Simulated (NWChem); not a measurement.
Species: BaF2; SMILES [F][Ba][F]

All runs: NWChem. Medium grid unless said otherwise, to which SCAN and Minnesota functionals are sensitive. All runs use the structure optimised with PBE-D3(BJ)/def2-SVP. def2 effective core potentials on Ba; no spin-orbit coupling. Total energies of different functionals are on different scales.

```tsv
level	energy (Ha)	highest occupied level (eV)	orbital gap (eV)	dipole (D)
B3LYP/def2-SVP	-225.1359	-7.50	5.70	7.33
PBE/def2-SVP	-224.9594	(withheld)	(withheld)	(withheld)
M06-L/def2-SVP	-225.1122	-6.22	3.67	7.47
MN15-L/def2-SVP	-224.8391	-6.58	4.78	7.50
r2SCAN/def2-SVP	-225.0542	-6.35	4.85	7.27
Hartree-Fock/def2-SVP	-223.9295	-12.55	12.30	8.56
LRC-wPBEh/def2-SVP	-224.9569	-9.60	9.21	7.56
```

Fill in the missing entries.


- PBE/def2-SVP, highest occupied level (eV): -6.05
- PBE/def2-SVP, orbital gap (eV): 3.99
- PBE/def2-SVP, dipole (D): 6.85
